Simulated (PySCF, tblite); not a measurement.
CH₈O₃Si₃.
Atom-mapped SMILES: `[CH3:1][SiH:2]1[O:3][SiH2:4][O:5][SiH2:6][O:7]1` (hydrogens: H8, H9, H10 on C1; H11 on Si2; H12, H13 on Si4; H14, H15 on Si6)

Computed geometry: GFN2-xTB, gas phase.

Q: Give the optimised bond lengths and angles.

A: 
```csv
bond,length (bohr)
C1–Si2,3.566
"Si2–O3, Si2–O7",3.082
"O3–Si4, Si6–O7",3.068
"Si4–O5, O5–Si6",3.071
"C1–H8, C1–H9, C1–H10",2.051
Si2–H11,2.756
"Si4–H12, Si6–H14",2.747
"Si4–H13, Si6–H15",2.748
```

Bonds in one row agree within 0.02 bohr and their mean is given. A selection of angles:
```csv
angle,degrees
Si2–C1–H8,110.5
Si2–C1–H9,112.3
H8–C1–H9,107.9
C1–Si2–O3,109.3
C1–Si2–H11,117.1
O3–Si2–O7,108.6
O3–Si2–H11,106.1
Si2–O3–Si4,131.1
O3–Si4–O5,109.0
O3–Si4–H12,107.3
O3–Si4–H13,106.7
O5–Si4–H12,107.0
O5–Si4–H13,107.1
H12–Si4–H13,119.4
Si4–O5–Si6,131.0
```

Torsions: C1–Si2–O3–Si4 124° (anticlinal); Si2–O3–Si4–O5 -3° (synperiplanar); O3–Si4–O5–Si6 -1° (synperiplanar); Si4–O5–Si6–O7 1° (synperiplanar); O5–Si6–O7–Si2 2° (synperiplanar); C1–Si2–O7–Si6 -123° (anticlinal). The mirror-image conformer, all signs reversed, is as good.

Si4 (oxygen-bound silicon) is distorted tetrahedral (angles from 106.7° to 119.4°). O5 (siloxane oxygen) is bent (angle 131.0°). The 6-membered ring Si2–O3–Si4–O5–Si6–O7 has internal angles of 108.6° to 131.1°; it is almost planar, 0.02 Å rms from its mean plane, widest ring torsion 5°. Si2 (oxygen-bound silicon) is distorted tetrahedral (angles from 106.0° to 117.1°).

Point group: near Cs, missed by 0.10 Å at most; the miss may be what the optimiser left on a soft mode. Its GFN2-xTB frequencies are all real (lowest 57 cm⁻¹).
